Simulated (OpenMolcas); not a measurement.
Ti2+ among 6 point charges of -1.2 e arranged as an octahedron (Oh), 1.92 Å from the ion.
```
   1.9200    0.0000    0.0000  -1.20
   0.0000    1.9200    0.0000  -1.20
  -1.9200    0.0000    0.0000  -1.20
   0.0000   -1.9200    0.0000  -1.20
   0.0000    0.0000    1.9200  -1.20
   0.0000    0.0000   -1.9200  -1.20
```

| Property | Result |
| --- | --- |
| Program | OpenMolcas |
| Method | SS-CASPT2, IPEA 0.25 Eh, imaginary shift 0.1 Eh (closed shells correlated: 3s 3p) |
| Basis | ANO-RCC-VDZP [5s4p2d1f] |
| Scalar Hamiltonian | DKH2, point nucleus |
| Active space | 2 electrons in 5 orbitals (3d) |
| State averaging | 2S+1 = 3 even, 10 roots; 2S+1 = 1 even, 15 roots |
| Spin-orbit coupling | state interaction with AMFI integrals over the reference wave functions |

Problem. What is the spin-free ground state (labels of O, the rotations of Oh)?

Solution. 3T1, 3-fold in its orbital part, 96 % from free-ion F terms; it has the highest spin that d2 allows.

Problem. Where is the first state of the same spin?

Solution. 3T2 at 8410 cm-1 above the ground state.

Problem. What are the lowest two levels with spin-orbit coupling?

Solution. A 2-fold level E, then a 3-fold level T2 3 cm-1 above it. Their leading multiplicities are 3 (100 %) and 3 (100 %).

Problem. What is χT at 300 K, and how does it compare with the textbook value?

Solution. The lowest level has 2S+1 = 3, for which the spin-only value is χT = S(S+1) / 2 = 1.000 cm3 K/mol (g = 2). The computed 1.150 at 300 K differs by +0.150, through orbital momentum, spin-orbit coupling and any other state in reach. With a threefold ground state the orbital momentum is unquenched, so the spin-only value is not expected to hold.

Problem. Which ligand-field parameters describe the states?

Solution. A least-squares ligand-field fit to the states below 45000 cm-1, each weighted by its degeneracy and with a free common offset, gives 10Dq = 10496 cm-1, B = 649 cm-1 and C = 2557 cm-1 (C/B = 3.94), with an rms deviation of 509 cm-1. 

Roots that are degenerate in the reference are averaged as groups; the widest CASPT2 spread within a group is 500 cm-1 (the 3-fold group of multiplicity 3 near 8410 cm-1 above the lowest state of its run). Shifts and gaps below about the spread of the groups concerned are not significant. An orbital triplet at a regular site is open to Jahn-Teller coupling, which can distort the site and quench the lowest spin-orbit gaps and is left out. Free-ion shares, where given, are those of the reference states; single-state CASPT2 does not remix them. Point charges carry no covalency, so the field is a model and not that of real ligands. No measured value stands beside these numbers.
